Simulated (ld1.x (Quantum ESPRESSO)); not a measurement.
## Building the TM potential for I (Z = 53) (PBE, scalar-relativistic).

| Item | Value |
| --- | --- |
| Element | I (Z = 53) |
| Generator | ld1.x (Quantum ESPRESSO) 7.5 |
| Type | norm-conserving Troullier–Martins (Kleinman–Bylander form) |
| Functional | PBE |
| Relativity | scalar-relativistic |
| Frozen core | [Kr] 4d10 |
| Valence charge | 7 |
| Reference configuration | 5s2 5p2 (charge +3) |
| Partial waves | 5s (bound): rc 1.50 bohr; 5p (bound): rc 1.50 bohr |
| Local potential | all-electron potential smoothed inside 1.35 bohr (lloc = -1) |
| Core correction | a·sin(br)/r model core inside 1.50 bohr |

Poles of the logarithmic derivatives, all-electron (AE) and pseudo (PS). s: poles at 4.1 (AE) and 2.8 (PS) Ry. p: poles at no energy (AE) and no energy (PS) Ry. Test radius 1.65 bohr.

- Cutoffs needed: 55 Ry and 140 Ry (the cutoffs (Ry, on a coarse ladder) from which the occupation-weighted sum of valence levels, in a spherical-Bessel basis at the reference potential, stays within 10 and 1 mRy of its value at 400 Ry)
- Ghost test: ghost states, extra bound levels that the all-electron valence spectrum of the same l lacks: s at -144.1 eV, d at -49.3 eV, p at -32.8 eV; a true bound ghost makes a file unfit for plane-wave use (spherical-Bessel basis up to 400 Ry, 20 bohr box)
- Configuration tests: 6 of 7 tests not solved or not reliable; not counted: 5s2 5p5.3 (solver errors, printed error -252 eV); 5s1 5p6 (solver errors, printed error -235 eV); 5s2 5p5 (solver errors, printed error -234 eV); 3 more
